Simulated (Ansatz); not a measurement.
```
atom   x (Å)    y (Å)    z (Å)
   S  0.0000   0.0000  -0.0957
   H  0.0000   0.8938   0.7656
   H  0.0000  -0.8938   0.7656
```

Basis set: def2-TZVP (spherical functions). Correlated methods keep 5 orbitals frozen. Charge 0, multiplicity 1.

Computed with Ansatz (development build ahead of 0.2.0); each method stands on the lowest determinant of its kind that the runs found. Restricted open shells among the atoms or ions are ROHF, correlated in semicanonical orbitals with singles.

The atomization energy at this shape (free ground-state atoms in the same class of orbitals less the molecule, no zero-point energy) of singlet H₂S:

```json
{"method": "RHF-MP2", "atomization energy": "163.30 kcal/mol"}
```

Q: What does RHF give?

A: 126.34 kcal/mol. Caution: the shape is not the minimum.
